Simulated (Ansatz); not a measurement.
Species: C$_{7}$H$_{13}$, charge 0, multiplicity 2. It need not be the lowest isomer of its formula. 
Geometry from a B3LYP-D3(BJ)/def2-TZVP (Ansatz, an electronic-structure program) optimisation:
```xyz
20

C      3.0446     0.8246    -0.0138
C      2.0585    -0.2729     0.4059
C      0.6577     0.1658     0.3936
C     -0.4823    -0.0537    -0.2160
C     -0.6267    -1.0925    -1.3109
C     -1.7342     0.7209     0.1400
C     -2.8236    -0.1415     0.7851
H      4.0708     0.4540     0.0164
H      2.9713     1.6849     0.6526
H      2.8319     1.1672    -1.0274
H      2.3215    -0.6338     1.4059
H      2.1716    -1.1402    -0.2634
H     -1.3239    -1.8804    -1.0156
H      0.3251    -1.5612    -1.5562
H     -1.0258    -0.6313    -2.2192
H     -1.4652     1.5338     0.8156
H     -2.1337     1.1814    -0.7710
H     -3.1612    -0.9352     0.1167
H     -3.6941     0.4650     1.0418
H     -2.4532    -0.6079     1.7001
```
Charge 0, spin multiplicity 2.

Total electronic energies in hartree. Cores are frozen in the correlated levels unless marked. UHF or UKS for open shells. Spin-orbit coupling is left out. Non-relativistic. CBS(X,Y): correlation extrapolated as X^-3; Hartree-Fock from the larger set. The bracket is a focal-point correction in the basis named.

The UHF reference is spin-contaminated (<S^2> 0.15 over the pure value in the largest basis). 

```csv
level,program,energy (Eh)
HF/cc-pVQZ,Ansatz,-272.68742
revPBE-D3(BJ)/def2-TZVPD,Ansatz + dftd3,-274.53670
B97M-V/def2-TZVPD,Ansatz,-274.58971
B3LYP-D4/def2-TZVPD,Ansatz + dftd4,-274.61994
PBE0/STO-3G,Ansatz,-270.88073
PBE0/def2-TZVP,Ansatz,-274.23859
PBE0/def2-TZVPD,Ansatz,-274.23937
PBE0/def2-QZVPP,Ansatz,-274.25815
B2GP-PLYP-D4/def2-TZVPD,Ansatz + dftd4,-274.25468
PBE-QIDH/def2-TZVPD,Ansatz,-274.18868
SCS-MP2/6-31G,Ansatz,-273.07648
CCSD/STO-3G,Ansatz,-269.80847
CCSD(T)/6-31G,Ansatz,-273.18064
CCSD(T)/cc-pVDZ,Ansatz,-273.67820
"RI-MP2/CBS(cc-pVTZ,cc-pVQZ)+[CCSD(T)-MP2]/cc-pVTZ",Ansatz,-274.1058
```

Totals of different functionals don't rank their quality; only differences between species are comparable.
